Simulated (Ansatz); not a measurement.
`C#[C][SnH]([CH3])[F]` + `O[SiH2]F` → `C#C[SiH](O)F` + `[CH3][SnH2][F]`  (formal exchange of groups at a C–Sn bond)

Gas-phase electronic energies from Ansatz, PBE0-D4/def2-TZVP geometries. CCSD(T)/CBS adds triple-zeta CCSD(T) − MP2 to the extrapolated MP2 energy (def2 sets, frozen cores). Functionals use def2-TZVPP. HSE06 is defined as in plane-wave codes. def2 core potentials past Kr. For Sn outer-core shells are correlated without core-valence functions, which leaves a few kJ/mol of doubt a bond. One conformer a species, not always the lowest.

`C#[C][SnH]([CH3])[F]`:

Cartesian coordinates in Å:
```
C -0.583 2.596 1.039
C -0.065 1.541 0.767
Sn 0.803 -0.268 0.232
C -0.437 -1.371 -1.084
F 0.844 -1.291 1.863
H -1.038 3.527 1.291
H 2.436 -0.055 -0.191
H -0.542 -0.840 -2.031
H -0.001 -2.353 -1.263
H -1.418 -1.485 -0.623
```

`O[SiH2]F`:

```xyz
6

O    -0.630   -0.469   -1.002
Si    0.316    0.014    0.234
F    -0.409   -0.227    1.636
H    -1.405    0.048   -1.225
H     1.523   -0.832    0.188
H     0.603    1.466    0.168
```

`C#C[SiH](O)F`:

```xyz
8

C    -0.552   -0.965   -1.837
C    -0.403   -0.385   -0.791
Si   -0.162    0.528    0.765
O     1.418    0.755    1.066
F    -0.841   -0.340    1.914
H    -0.688   -1.480   -2.761
H    -0.800    1.851    0.750
H     2.029    0.037    0.894
```

`[CH3][SnH2][F]`:

Cartesian coordinates in Å:
```
C -1.145 -0.137 -0.164
Sn 0.923 0.258 0.114
F 1.700 -1.479 0.445
H -1.276 -0.793 -1.023
H -1.541 -0.626 0.726
H -1.690 0.792 -0.335
H 1.295 1.160 1.513
H 1.734 0.825 -1.276
```

CCSD(T)/CBS gives -19.0 kJ/mol.

Q: Another level gave -28.1 kJ/mol. Which?
A. RPA@PBE/def2-TZVPP
B. HSE06-D4/def2-TZVPP
C. B2PLYP/def2-TZVPP
D. CCSD/def2-TZVPP

A: B. HSE06-D4 -28.1, B2PLYP -23.2, RPA@PBE/def2-TZVPP -14.7, CCSD/def2-TZVPP -19.0 kJ/mol.

Largest T1 diagnostic among the species: 0.013.

Leaving LDA and LC-ωPBE aside and taking each functional with its dispersion term where it has one, the values, not all of them listed here, spread over 13.6 kJ/mol, from B97M-V to PBE-QIDH. LDA lies −6.8 kJ/mol from PBE without D4. In def2-TZVPP, CCSD(T) changes the Hartree–Fock value by +4.0 kJ/mol (the triples alone add +0.8 kJ/mol) and MP2 by +6.3 kJ/mol.
